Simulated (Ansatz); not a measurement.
Input for Ansatz (an electronic-structure program): U-CCSD(T)/aug-cc-pVTZ on BeB-, 2S+1 = 3, a spin state set in the input, which need not be the lowest, a point of a bond scan (R = 1.797 Å). Charge -1.

Ansatz 0.2 input:
```yaml
crystal:
  periodic: [false, false, false]
  atoms:
    - {symbol: Be, position_ang: [0.00000000, 0.00000000, 0.00000000]}
    - {symbol: B, position_ang: [0.00000000, 0.00000000, 1.79742900]}
basis:
  gaussian:
    orbitals: aug-cc-pVTZ
    pivot_positions_ang: [[0.00000000, 0.00000000, 0.00000000], [0.00000000, 0.00000000, 1.79742900]]
total_charge: -1
magnetization: {spin_polarized: true, initial_magnetization: 2}
correlation: {method: ccsd_t, electrons: outside_noble_gas}
output: {orbitals: {seedname: ./end}}
```

Program output:

```
WARN ansatz: RAYON_NUM_THREADS=1 ignored (pool sized by the plan → 1); use --threads N
Functional definition: HF
integrals: 0.14 GiB planned
598 factors; integrals over basis functions are off by at most 2.7e-4 eV
mean field: 0.15 GiB planned
mean field evaluation 1: about -1054.8361 eV, gradient 1.7e1 eV
mean field evaluation 2: about -1054.8368 eV, gradient 1.7e1 eV
mean field evaluation 4: about -1063.6317 eV, gradient 8.3e0 eV
mean field evaluation 8: about -1064.5776 eV, gradient 1.0e0 eV
mean field evaluation 16: about -1065.8281 eV, gradient 1.1e-4 eV
mean field evaluation 32: about -1064.5524 eV, gradient 2.0e-2 eV
mean field evaluation 64: about -1063.1843 eV, gradient 2.2e0 eV
mean field evaluation 96: about -1064.9354 eV, gradient 5.3e-1 eV
mean field evaluation 128: about -1065.1309 eV, gradient 2.8e-2 eV
mean field evaluation 160: about -1064.8223 eV, gradient 1.1e0 eV
mean field evaluation 192: about -1061.5562 eV, gradient 6.7e0 eV
mean field evaluation 224: about -1065.1309 eV, gradient 7.8e-4 eV
mean field evaluation 256: about -1064.6468 eV, gradient 3.3e0 eV
mean field evaluation 288: about -1064.8350 eV, gradient 2.3e-2 eV
mean field evaluation 320: about -1064.8369 eV, gradient 9.7e-2 eV
mean field evaluation 352: about -1064.8627 eV, gradient 2.5e-2 eV
mean field evaluation 384: about -1064.8659 eV, gradient 4.9e-2 eV
mean field evaluation 416: about -1064.5550 eV, gradient 2.4e-2 eV
mean field evaluation 448: about -1064.3296 eV, gradient 1.3e-1 eV
mean field evaluation 480: about -1063.6281 eV, gradient 1.5e0 eV
mean field evaluation 512: about -1063.9339 eV, gradient 5.0e-2 eV
mean field evaluation 544: about -1063.2808 eV, gradient 8.7e-3 eV
mean field evaluation 576: about -1063.1492 eV, gradient 5.1e-3 eV
mean field evaluation 608: about -1062.9352 eV, gradient 3.3e-2 eV
mean field evaluation 640: about -1063.4914 eV, gradient 1.1e-2 eV
mean field evaluation 672: about -1064.6153 eV, gradient 1.5e-1 eV
mean field evaluation 704: about -1064.5884 eV, gradient 4.4e-3 eV
mean field evaluation 736: about -1064.2783 eV, gradient 4.5e-1 eV
mean field evaluation 768: about -1064.5524 eV, gradient 2.8e-3 eV
mean field evaluation 800: about -1064.8286 eV, gradient 3.6e-3 eV
mean field evaluation 832: about -1064.1270 eV, gradient 1.7e0 eV
mean field evaluation 864: about -1063.2075 eV, gradient 9.7e-1 eV
mean field evaluation 896: about -1063.7752 eV, gradient 2.1e0 eV
mean field evaluation 928: about -1063.3631 eV, gradient 7.2e-2 eV
mean field evaluation 960: about -1063.4531 eV, gradient 2.0e-4 eV
mean field evaluation 992: about -1063.9565 eV, gradient 4.9e-3 eV
mean field evaluation 1024: about -1063.1457 eV, gradient 4.2e-1 eV
mean field evaluation 1056: about -1063.2828 eV, gradient 9.9e-1 eV
mean field evaluation 1088: about -1064.5550 eV, gradient 1.3e-4 eV
mean field evaluation 1120: about -1064.5524 eV, gradient 5.8e-6 eV
mean field -1065.82809810 eV, -39.1684601609 hartree, gradient 1.6e-6 eV, S^2 2.913264; 35 other end points of the search recorded, 0 dependent functions left out
determinant -1065.82809810 eV, -39.1684601609 hartree, with singles and doubles -1069.01297622 eV, -39.2855022732 hartree
determinant -1065.50960912 eV, -39.1567559068 hartree, with singles and doubles -1068.82850238 eV, -39.2787229846 hartree
determinant -1065.13093293 eV, -39.1428398136 hartree, with singles and doubles -1068.30839662 eV, -39.2596094505 hartree
determinant -1064.86636289 eV, -39.1331170440 hartree, with singles and doubles -1068.45752424 eV, -39.2650897892 hartree
determinant -1064.86285146 eV, -39.1329880013 hartree, with singles and doubles -1068.63358025 eV, -39.2715597283 hartree
determinant -1064.82863800 eV, -39.1317306798 hartree, with singles and doubles -1068.71123876 eV, -39.2744136260 hartree
determinant -1064.59518148 eV, -39.1231513109 hartree, with singles and doubles -1067.09910322 eV, -39.2151687376 hartree
determinant -1064.58841622 eV, -39.1229026920 hartree, with singles and doubles -1067.21092626 eV, -39.2192781587 hartree
determinant -1064.55497478 eV, -39.1216737420 hartree, with singles and doubles -1067.03071317 eV, -39.2126554497 hartree
determinant -1064.49064341 eV, -39.1193096076 hartree, with singles and doubles -1067.01319763 eV, -39.2120117654 hartree
determinant -1064.32884426 eV, -39.1133635987 hartree, with singles and doubles -1067.83184633 eV, -39.2420965502 hartree
determinant -1064.15387404 eV, -39.1069335615 hartree, with singles and doubles -1067.79710859 eV, -39.2408199618 hartree
determinant -1063.95654115 eV, -39.0996817117 hartree, with singles and doubles -1067.27831282 eV, -39.2217545687 hartree
determinant -1063.93466623 eV, -39.0988778230 hartree, with singles and doubles -1067.19806176 eV, -39.2188053970 hartree
determinant -1063.75852114 eV, -39.0924046106 hartree, with singles and doubles -1063.75852114 eV, -39.0924046106 hartree
determinant -1063.72451542 eV, -39.0911549233 hartree, with singles and doubles -1066.67293101 eV, -39.1995071979 hartree
determinant -1063.49143138 eV, -39.0825892430 hartree, with singles and doubles -1067.45410252 eV, -39.2282147212 hartree
determinant -1063.45312581 eV, -39.0811815390 hartree, with singles and doubles -1066.50884975 eV, -39.1934773228 hartree
determinant -1063.33395849 eV, -39.0768022207 hartree, with singles and doubles -1066.47543171 eV, -39.1922492325 hartree
determinant -1063.28080474 eV, -39.0748488566 hartree, with singles and doubles -1065.70982248 eV, -39.1641136120 hartree
determinant -1063.14917924 eV, -39.0700117087 hartree, with singles and doubles -1066.41193932 eV, -39.1899159299 hartree
determinant -1063.14636685 eV, -39.0699083554 hartree, with singles and doubles -1067.05644014 eV, -39.2136008982 hartree
determinant -1062.98141694 eV, -39.0638465578 hartree, with singles and doubles -1065.80044124 eV, -39.1674437900 hartree
determinant -1062.93516740 eV, -39.0621469187 hartree, with singles and doubles -1065.07359374 eV, -39.1407326373 hartree
determinant -1065.82809810 eV, -39.1684601609 hartree, with singles and doubles -1068.97861362 eV, -39.2842394709 hartree
determinant -1065.50960912 eV, -39.1567559068 hartree, with singles and doubles -1068.78075457 eV, -39.2769682847 hartree
determinant -1065.13093293 eV, -39.1428398136 hartree, with singles and doubles -1068.25022368 eV, -39.2574716344 hartree
determinant -1064.86636289 eV, -39.1331170440 hartree, with singles and doubles -1068.43166157 eV, -39.2641393537 hartree
determinant -1064.86285146 eV, -39.1329880013 hartree, with singles and doubles -1068.54681610 eV, -39.2683712048 hartree
determinant -1064.82863800 eV, -39.1317306798 hartree, with singles and doubles -1068.59715246 eV, -39.2702210316 hartree
determinant -1064.59518148 eV, -39.1231513109 hartree, with singles and doubles -1067.07175246 eV, -39.2141636157 hartree
determinant -1064.58841622 eV, -39.1229026920 hartree, with singles and doubles -1067.15580296 eV, -39.2172524147 hartree
determinant -1064.55497478 eV, -39.1216737420 hartree, with singles and doubles -1066.98863369 eV, -39.2111090572 hartree
determinant -1064.49064341 eV, -39.1193096076 hartree, with singles and doubles -1066.99603128 eV, -39.2113809136 hartree
determinant -1064.32884426 eV, -39.1133635987 hartree, with singles and doubles -1067.75565684 eV, -39.2392966381 hartree
determinant -1064.15387404 eV, -39.1069335615 hartree, with singles and doubles -1067.90662036 eV, -39.2448444452 hartree
determinant -1065.82809810 eV, -39.1684601609 hartree, with singles and doubles -1069.00406818 eV, -39.2851749088 hartree
determinant -1065.50960912 eV, -39.1567559068 hartree, with singles and doubles -1068.82409491 eV, -39.2785610128 hartree
determinant -1064.86636289 eV, -39.1331170440 hartree, with singles and doubles -1068.49356184 eV, -39.2664141468 hartree
determinant -1064.86285146 eV, -39.1329880013 hartree, with singles and doubles -1068.56328464 eV, -39.2689764122 hartree
determinant -1064.82863800 eV, -39.1317306798 hartree, with singles and doubles -1068.59997637 eV, -39.2703248085 hartree
determinant -1064.55244487 eV, -39.1215807692 hartree, with singles and doubles -1068.87339255 eV, -39.2803726679 hartree
2 core orbitals not correlated
reference -1065.82809810 eV, -39.1684601609 hartree; 4, 2 occupied and 86, 88 virtual orbitals, 598 factors
second order -2.48571936 eV of doubles, -0.00000000 eV of singles
coupled cluster: 0.38 GiB planned
cycle   1  -3.17597077 eV  change   -6.9e-7 eV  update   2.8e-6
coupled cluster: 0.38 GiB planned
perturbative correction -0.24037916 eV, -0.0088337712 hartree
Total energy: -1069.24444803 eV, -39.2940087052 hartree
```

Self-consistency was reached. Its determinant has ⟨S²⟩ = 2.91, a mixture of spin states.

Cost: very roughly 2.4 core-minutes.
